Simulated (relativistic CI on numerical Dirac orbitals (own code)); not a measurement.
## Pd4+: sensitivity of the levels to the model

Base calculation: Dirac-Coulomb-Breit CI, KLI orbitals optimised for each configuration, QED by a radiative potential, valence Slater integrals scaled by 0.85, P86 correlation energy added to each configuration.

CI space (outside the closed core [Ar] 3d10): 4s2.4p6.4d6, 4s2.4p6.4d5.5s, 4s2.4p6.4d5.4f, 4s2.4p6.4d5.5p, 4s2.4p5.4d7, 4s2.4p6.4d5.5d, 4s2.4p6.4d5.6s, 4s2.4p6.4d5.6p, 4s2.4p6.4d4.5s.5p, 4s2.4p6.4d5.6d, 4s2.4p6.4d5.5g, 4s.4p6.4d7, 4s2.4p6.4d4.5s2, 4s2.4p6.4d3.4f.5s2, 4s2.4p6.4d3.5s2.5p, 4s2.4p6.4d3.5s2.5d, 4s2.4p6.4d3.5s2.6s. Double excitations out of closed p, d and f shells are left out; levels of such configurations are missing from the list, as are those of other unlisted configurations, and high levels can miss mixing partners.

Variants: (1) valence Slater integrals scaled by 0.75; (2) Slater integrals left unscaled; (3) only the first 3 configurations; (4) one mean potential for all configurations. Shifts of the energy above 4s2.4p6.4d6 5D_4, in cm⁻¹, for the lowest level and the first level of each name with at least 55 % of one term (blank where a level changes its place among those of its configuration and J or its character, or is not in the variant):

```csv
Level,Base,Δ(1),Δ(2),Δ(3),Δ(4)
4s2.4p6.4d6 5D_4,0.0,0.0,0.0,0.0,0.0
4s2.4p6.4d6 5D_3,2007.0,+31.4,-35.9,+11.4,-34.6
4s2.4p6.4d6 5D_2,3038.8,-22.9,+19.0,+37.3,-45.9
4s2.4p6.4d6 5D_1,3773.2,-15.9,+18.0,+43.9,-57.8
4s2.4p6.4d6 5D_0,4112.1,-22.7,+25.5,+47.7,-62.6
4s2.4p6.4d6 3P_2,18779.3,-2022.7,+3009.1,+901.2,-71.9
4s2.4p6.4d6 3H_6,19051.0,-2077.2,+3122.7,-141.7,-81.9
4s2.4p6.4d6 3H_5,19453.8,-2132.5,+3192.6,-107.0,-79.7
4s2.4p6.4d6 3F_3,21742.4,-2264.0,+3378.4,+305.8,-94.7
4s2.4p6.4d6 3F_2,22456.9,-2282.1,+3387.5,+465.8,-104.8
4s2.4p6.4d6 3P_1,24392.2,-2042.6,+3010.7,+930.7,-158.8
4s2.4p6.4d6 3G_5,24634.2,-2390.8,+3622.1,-16.9,-126.1
4s2.4p6.4d6 3P_0,25128.5,-2313.9,+3334.4,+707.9,-141.6
4s2.4p6.4d6 3G_4,26122.6,-2504.0,+3734.2,+56.1,-137.6
4s2.4p6.4d6 3G_3,26626.2,-2455.0,+3689.9,+118.8,-148.5
4s2.4p6.4d6 3D_2,29701.6,-3161.6,+4730.8,+357.3,-112.2
4s2.4p6.4d6 1I_6,29941.7,-3054.8,+4622.9,-292.1,-150.0
4s2.4p6.4d6 3D_1,30256.6,-3074.6,+4637.5,+292.7,-127.3
4s2.4p6.4d6 3D_3,30447.4,-3167.5,+4738.6,+263.0,-122.0
4s2.4p6.4d6 1G_4,32582.1,-3064.6,+4649.9,-123.8,-172.5
4s2.4p6.4d6 1D_2,36833.8,-3565.9,+5291.7,+1475.3,-190.1
4s2.4p6.4d6 1S_0,36900.1,-3574.9,+5372.3,+175.7,-173.0
```

At this charge configurations can still be misplaced by up to about 7 % of their energy.

Ionisation energy from the two ground configurations alone: base 63.14 eV; valence Slater integrals scaled by 0.75 63.43 eV; Slater integrals left unscaled 62.7 eV. The NIST ASD value (theoretical) is 61 eV. The gap of more than 2 % comes from missing correlation, or from a tabulated value that is itself an estimate.

LS names give the leading component of a level, which can be under half, so a name can repeat, a term be missing and a line seem to break the LS rules.
